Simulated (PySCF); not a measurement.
Z-matrix (Å, degrees):
```
V
O 1 1.5757
O 1 1.7755 2 109.37
H 3 0.9769 1 119.18 2 -0.58
O 1 1.7758 2 109.31 3 -120.02
H 5 0.9769 1 119.02 2 0.00
O 1 1.7761 2 109.30 5 -120.01
H 7 0.9770 1 118.74 2 -0.43
```
Charge 0, spin multiplicity 1.

Question: What is the computed charge on the central atom (Mulliken), total energy, HOMO, dipole moment, charge on the central atom (meta-Löwdin), LUMO and HOMO–LUMO gap (TPSSh-D3(BJ)/def2-TZVP // BP86-D3(BJ)/def2-SVP run with PySCF 2.14.0)?

Answer: 
- charge on the central atom (Mulliken) = 1.43 e
- total energy = -33933.90 eV
- HOMO = -8.23 eV
- dipole moment = 1.78 D
- charge on the central atom (meta-Löwdin) = 1.41 e
- LUMO = -2.94 eV
- HOMO–LUMO gap = 5.29 eV
